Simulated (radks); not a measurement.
Results of a calculation; reference values are marked as such.
Question: Code: a radial shooting solver on a logarithmic mesh with Libxc functionals. Model: scalar-relativistic Kohn-Sham, LB94 model potential, spin-polarised, spherical densities, finite nucleus; open shells are filled with parallel spins first (spin-orbit coupling, left out, can overturn this in heavy ions); Fermi nuclear charge, rms radius of each element as measured or else 0.836 A^(1/3) + 0.57 fm. Response by self-consistent Sternheimer equations with the Hartree and adiabatic LDA kernel, the relativistic mass of each level held fixed and spin-orbit coupling left out. For heavy and open-shell atoms this level of theory can miss by tens of per cent. Estimate the static dipole polarisabilities of Au+ ([Xe] 4f14 5d10) and Pt ([Xe] 4f14 5d9 6s1) and the C6 coefficients of the three pairs.

Answer: alpha = 12.61 and 30.89 bohr^3; C6 = 93.25 (Au+-Au+), 157.0 (Au+-Pt), 283.2 (Pt-Pt) hartree bohr^6.
